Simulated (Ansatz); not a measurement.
Reaction (redistribution): `[SH][GaH][SH]` + `[CH3][Ga]([NH2])[OH]` → `[OH][GaH][SH]` + `[CH3][Ga]([NH2])[SH]`

Isolated molecules relaxed with PBE0-D4/def2-TZVP in Ansatz; ΔE leaves out vibrations. CCSD(T)/CBS adds triple-zeta CCSD(T) − MP2 to the extrapolated MP2 energy (def2 sets, frozen cores). For Ga outer-core shells are correlated without core-valence functions, which leaves a few kJ/mol of doubt a bond. Scalar relativity is left out up to krypton. Each species was taken in one conformer, which may not be the lowest.

| species | CCSD(T)/CBS(def2) energy (Eh) |
| --- | --- |
| `[SH][GaH][SH]` | -2721.36398 |
| `[CH3][Ga]([NH2])[OH]` | -2095.55006 |
| `[OH][GaH][SH]` | -2398.75721 |
| `[CH3][Ga]([NH2])[SH]` | -2418.15656 |

(1) Work out ΔE.

Largest T1 diagnostic among the species: 0.014.

Results:

(1) ΔE = (-2398.75721) + (-2418.15656) − (-2721.36398) − (-2095.55006) = 0.00027 Eh = +0.7 kJ/mol.

Leaving LDA and LC-ωPBE aside and taking each functional with its dispersion term where it has one, the values, not all of them listed here, spread over 1.7 kJ/mol, from B97M-V to BHLYP-D4.
